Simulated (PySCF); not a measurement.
Nuclear quadrupole coupling in `COCP(C)C(C)(C)C`

C₇H₁₇OP.
Numbering: `[CH3:1][O:2][CH2:3][P:4]([CH3:5])[C:6]([CH3:7])([CH3:8])[CH3:9]` (hydrogens: H10, H11, H12 on C1; H13, H14 on C3; H15, H16, H17 on C5; H18, H19, H20 on C7; H21, H22, H23 on C8; H24, H25, H26 on C9)

Geometry (GFN2-xTB, Å), atoms numbered from 1 in this order:
```xyz
26
C7H17OP angstrom
C      3.5402    0.3865    0.2314
O      2.6286    0.6638   -0.7987
C      1.3363    0.9539   -0.3315
P      0.5181   -0.5708    0.4183
C      0.5758   -1.6043   -1.1134
C     -1.3009   -0.0141    0.4587
C     -1.9273    0.3006   -0.8966
C     -2.0666   -1.1692    1.1090
C     -1.3789    1.2134    1.3690
H      3.6574    1.2491    0.8994
H      4.4924    0.1603   -0.2445
H      3.2129   -0.4746    0.8281
H      0.7784    1.3038   -1.2049
H      1.3711    1.7541    0.4240
H      1.6067   -1.9309   -1.2468
H     -0.0499   -2.4855   -0.9849
H      0.2681   -1.0430   -1.9933
H     -1.9832   -0.5890   -1.5192
H     -1.3746    1.0707   -1.4303
H     -2.9429    0.6655   -0.7444
H     -3.1162   -0.9071    1.2362
H     -1.6482   -1.4010    2.0867
H     -2.0119   -2.0652    0.4932
H     -0.9437    2.0869    0.8875
H     -0.8454    1.0295    2.3010
H     -2.4173    1.4394    1.6089
```

Field gradients from the PBE0/pcSseg-1 density (PySCF, non-relativistic), principal values in atomic units, ordered |Vxx| ≤ |Vyy| ≤ |Vzz|:

```json
{"atom": "O2", "Vxx": "-0.0021", "Vyy": "-2.0071", "Vzz": "2.0092"}
```

Find the asymmetry η = (Vxx − Vyy)/Vzz and the couplings χ = eQV/h (234.96 MHz × Q in barn × V in au), with Q(17O) = −0.0256 b.

| atom | environment | nucleus | η | χzz (MHz) | χxx (MHz) | χyy (MHz) |
| --- | --- | --- | --- | --- | --- | --- |
| O2 | ether oxygen | 17O | 1.00 | -12.09 | 0.01 | 12.07 |

At O2 η is above 0.9: Vyy and Vzz are nearly equal in size and opposite in sign, so a small change could swap them and flip the sign of χzz. 

What is Vzz at O2 in SI units (1 au = 9.71736 × 10²¹ V/m²)?

2.0092 au = 19.524 × 10²¹ V/m².

Were the hydrogens deuterons (Q(2H) = 0.00286 b), χzz would run from 190 kHz (H12 and H14) to 214 kHz (H16).

The structure is a single GFN2-xTB conformer in the gas phase; no vibrational or solvent corrections. GFN2-xTB bond lengths can be off by several hundredths of an ångström, more for odd bonds, and the gradients follow them. With a basis this small, the couplings can be 20 % off.
